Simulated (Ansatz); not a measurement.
Geometry optimisation, RKS r2SCAN/def2-SVP (Ansatz 0.2.0).

Input:

```yaml
crystal:
  periodic: [false, false, false]
  atoms:
    - { symbol: Si, position_ang: [0.140681, -0.300647, -0.560625] }
    - { symbol: O, position_ang: [0.416677, 0.596579, 2.165744] }
    - { symbol: H, position_ang: [-0.382491, 0.111604, 2.418813] }
    - { symbol: H, position_ang: [1.530931, 0.163288, -0.35373] }
    - { symbol: "N", position_ang: [-1.016229, 0.929113, -0.338526] }
    - { symbol: H, position_ang: [-1.938091, 0.892028, -0.7584] }
    - { symbol: H, position_ang: [-0.953607, 1.542654, 0.466964] }
    - { symbol: H, position_ang: [-0.086366, -0.83693, -1.928322] }
    - { symbol: Br, position_ang: [-0.048233, -2.200049, 0.733436] }
    - { symbol: H, position_ang: [1.076528, -0.134339, 2.165546] }
basis:
  gaussian: { orbitals: def2-SVP }
hamiltonian:
  xc: r2scan
relax:
  f_tol: 0.03
  max_steps: 50
output:
  orbitals: {}
```

Run as:

```bash
$ ansatz run input.yaml --threads 4 --pin off --max-ram 5120MiB --backend cpu --events-out ev --progress --plain --runs-dir out
```

Q: Where does it end, and by what steps?

A: The forces met the threshold. After 12 steps the energy has fallen by 0.094 eV; H10 moved furthest, 0.80 Å.

```tsv
step	energy less start (eV)	largest force component (eV/Å)	accepted
0	0.0000	0.629	yes
1	-0.0345	0.626	yes
2	-0.0221	1.491	no
3	-0.0498	0.519	yes
4	-0.0543	0.796	yes
5	-0.0733	0.383	yes
6	-0.0819	0.232	yes
7	-0.0826	0.230	yes
8	-0.0865	0.568	yes
9	-0.0701	0.588	no
10	-0.0912	0.369	yes
11	-0.0940	0.035	yes
12	-0.0942	0.021	yes
```

```xyz
10
Properties=species:S:1:pos:R:3
Si 0.088 -0.382 -0.695
O 0.166 0.659 2.365
H -0.097 -0.275 2.344
H 1.508 -0.045 -0.421
N -0.919 0.956 -0.369
H -1.876 0.970 -0.710
H -0.834 1.348 0.570
H -0.128 -0.833 -2.094
Br -0.298 -2.249 0.573
H 1.128 0.615 2.447
```

Whether the end is a true minimum wasn't checked by a vibrational analysis.

The run took 25 s on 4 threads of Arm Neoverse V2, on a shared host, peak memory 0.18 GiB.
